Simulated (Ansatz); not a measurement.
Program: Ansatz. Geometries: PBE0-D4/def2-TZVP. ΔE: electronic, gas phase. CBS: MP2 limit from def2 TZ/QZ plus the TZ coupled-cluster correction, frozen cores. DFT in def2-TZVPP. B3LYP here is the variant with VWN-RPA as its local correlation; programs differ in this. For Ge outer-core shells are correlated without core-valence functions, which leaves a few kJ/mol of doubt a bond. Scalar relativity is left out up to krypton. One conformer a species, not always the lowest.

Reaction (ligand exchange at the Si–S bond): `F[SiH](Cl)[S][GeH3]` + `[NH2][GeH2][Cl]` → `F[SiH](Cl)[NH][GeH2][Cl]` + `[SH][GeH3]`

```json
{"level": "PBE-D4", "ΔE (kcal/mol)": "1.0", "difference from CCSD(T)/CBS": "2.8"}
{"level": "ωB97M-V", "ΔE (kcal/mol)": "-1.9", "difference from CCSD(T)/CBS": "-0.1"}
{"level": "PBE", "ΔE (kcal/mol)": "1.0", "difference from CCSD(T)/CBS": "2.8"}
{"level": "r2SCAN", "ΔE (kcal/mol)": "-0.5", "difference from CCSD(T)/CBS": "1.3"}
{"level": "B3LYP", "ΔE (kcal/mol)": "-2.1", "difference from CCSD(T)/CBS": "-0.3"}
{"level": "MP2/def2-TZVPP", "ΔE (kcal/mol)": "-1.8", "difference from CCSD(T)/CBS": "0.0"}
{"level": "CCSD(T)/def2-TZVPP", "ΔE (kcal/mol)": "-2.9", "difference from CCSD(T)/CBS": "-1.1"}
{"level": "MP2/def2-QZVPP", "ΔE (kcal/mol)": "-1.2", "difference from CCSD(T)/CBS": "0.6"}
{"level": "HF/CBS(def2)", "ΔE (kcal/mol)": "-5.4", "difference from CCSD(T)/CBS": "-3.6"}
{"level": "MP2/CBS(def2)", "ΔE (kcal/mol)": "-0.7", "difference from CCSD(T)/CBS": "1.1"}
{"level": "CCSD(T)/CBS", "ΔE (kcal/mol)": "-1.8", "difference from CCSD(T)/CBS": "0"}
```

Largest T1 diagnostic among the species: 0.011.

From PBE to PBE0 (25 % exact exchange), in def2-TZVPP and without D4, ΔE moves by −1.1 kcal/mol. In def2-TZVPP, CCSD(T) changes the Hartree–Fock value by +2.3 kcal/mol (the triples alone add +0.7 kcal/mol) and MP2 by +3.4 kcal/mol.
